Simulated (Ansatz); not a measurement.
Ge12N, relaxed as a doublet with UKS PBE-D4/def2-SVP in Ansatz, starting from the GFN2-xTB geometry. Force threshold 0.03 eV/Å.

The structure comes from a short search, and lower isomers may exist.

Start:

Cartesian coordinates in Å:
```
N -0.316 1.758 1.784
Ge 1.406 -0.612 -2.434
Ge -0.391 2.729 0.208
Ge 0.009 0.047 -0.391
Ge 0.394 -2.548 -0.990
Ge 2.007 1.538 -0.757
Ge -1.951 -1.609 0.080
Ge 1.397 0.953 1.897
Ge 0.307 -1.641 1.612
Ge -2.347 0.869 -0.660
Ge -1.233 -1.005 -2.381
Ge -1.654 0.482 2.050
Ge 2.372 -0.960 -0.019
```

```tsv
step	energy (eV)	largest force component (eV/Å)	SCF passes
1	-679527.7254	1.178	31
2	-679528.5313	0.419	33
3	-679528.6024	0.427	33
4	-679528.6435	0.437	33
5	-679528.6764	0.290	29
6	-679528.7049	0.158	33
7	-679528.7409	0.170	31
8	-679528.7640	0.248	31
9	-679528.7860	0.319	32
10	-679528.7983	0.159	32
11	-679528.8116	0.128	28
12	-679528.8211	0.159	27
13	-679528.8267	0.072	28
14	-679528.8307	0.056	28
15 (rejected)	-679528.8208	0.294	31
16 (rejected)	-679528.8306	0.139	28
17	-679528.8353	0.049	27
18 (rejected)	-679528.8290	0.145	28
19	-679528.8355	0.104	28
20	-679528.8355	0.044	28
21	-679528.8371	0.019	27
```

Force components are those of the run's own axes.

End:

```xyz
13

N    -0.247    1.772    1.998
Ge    1.554   -0.846   -2.555
Ge   -0.440    2.868    0.492
Ge   -0.117    0.640   -1.264
Ge    0.412   -2.729   -0.908
Ge    2.129    1.579   -0.758
Ge   -1.755   -1.482    0.173
Ge    1.463    0.931    2.052
Ge    0.315   -1.869    1.765
Ge   -2.528    0.854   -0.691
Ge   -1.292   -1.289   -2.516
Ge   -1.619    0.449    2.094
Ge    2.126   -0.877    0.119
```

Bonds lost: Ge2–Ge6, Ge4–Ge5, Ge4–Ge7, Ge4–Ge9, Ge4–Ge13, Ge10–Ge11 (atoms count from 1).

No frequencies were taken in this run, so the end may be a saddle point.

Run time 2.9 min (2 threads of AMD EPYC 7R13 on a shared host and a share (18 GiB) of an NVIDIA H100 80GB HBM3), peak host memory 1.1 GiB.
